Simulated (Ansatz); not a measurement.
`O=C[BH][GeH3]` + CH₃NH₂ → `CN[BH][GeH3]` + `C=O`  (ligand exchange at a B–C bond)

Computed with Ansatz on PBE0-D4/def2-TZVP structures; ΔE is electronic, products minus reactants. CCSD(T)/CBS is the MP2 limit (def2-TZVPP, def2-QZVPP) plus CCSD(T) − MP2 in def2-TZVPP, frozen cores. This one scheme is used for every species. DFT in def2-TZVPP. B3LYP here is the variant with VWN-RPA as its local correlation; programs differ in this. For Ge outer-core shells are correlated without core-valence functions, which leaves a few kJ/mol of doubt a bond. Scalar relativity is left out up to krypton. One conformer a species, not always the lowest.

```
         level  ΔE (kcal/mol)
      B3LYP-D4          -38.0
           PBE          -34.7
          PBE0          -36.8
CCSD/CBS(def2)          -38.7
```

Task: What does CCSD(T)/CBS give? (An estimate is asked.)

Result: Ansatz gave: -38.2 kcal/mol. The listed levels differ from it by 0.2, 3.5, 1.4, -0.5 kcal/mol.

Largest T1 diagnostic among the species: 0.018.

The D4 term adds −0.9 kcal/mol with B3LYP and −0.5 kcal/mol with PBE0; it sums over pairs of atoms, weighted by their polarisabilities, and B3LYP, whose exchange is more repulsive, gets the larger term. From PBE to PBE0 (25 % exact exchange), in def2-TZVPP and without D4, ΔE moves by −2.1 kcal/mol.
